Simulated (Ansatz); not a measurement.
Species: B2H4 (charge 0, singlet). 
Coordinates optimised at B3LYP-D3(BJ)/def2-TZVP (Ansatz, a quantum-chemistry and plane-wave program):
```
B
H 1 1.1966
H 1 1.1966 2 115.74
B 1 1.6266 2 122.13 3 -180.00
H 4 1.1966 1 122.13 2 90.00
H 4 1.1966 5 115.74 1 180.00
```
Charge 0, spin multiplicity 1.

Basis-set convergence of Hartree-Fock and CCSD correlation energies (hartree) with Ansatz. Correlated levels leave the core frozen unless marked. Spin-orbit coupling is left out. Non-relativistic.

| basis | functions | E(HF) | E(corr, CCSD) |
|---|---|---|---|
| def2-SVP | 48 | -51.59472 | -0.20403 |
| def2-TZVPP | 118 | -51.65215 | -0.23917 |
| def2-QZVPP | 234 | -51.65493 | -0.24866 |

Extrapolating the two largest sets (X = 3 and 4) as X^-3: E(corr) = (64·(-0.24866) - 27·(-0.23917))/37 = -0.2556 Eh, an estimate of the basis-set limit. The largest set recovers 97.3 % of it, the smallest 79.8 %.
